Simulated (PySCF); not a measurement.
B(vinyl)(OH)(NH2) (C₂H₆BNO), SMILES C=CB(N)O. Coordinates come from a r2SCAN-D4/def2-SVP optimisation. This is a generated structure with no PubChem entry under its InChIKey; it may be hypothetical. One conformer was computed; it need not be the lowest.

Problem. Give the equilibrium geometry at r2SCAN-D4/def2-SVP (PySCF confirms it by a frequency run) as a Z-matrix. (Estimate from the structure and the level; the computed values follow.)

Solution. Several could match; the one computed here: 
```
B
O 1 1.3767
H 2 0.9635 1 113.61
N 1 1.4161 2 122.45 3 0.07
H 4 1.0118 1 121.85 2 -179.94
H 4 1.0126 5 113.10 1 -179.92
C 1 1.5673 2 117.58 3 -179.91
C 7 1.3428 1 122.79 2 0.32
H 8 1.0965 7 120.51 1 -0.04
H 8 1.0966 9 116.74 7 -180.00
H 7 1.1005 8 117.65 9 -180.00
```
Charge 0, spin multiplicity 1.
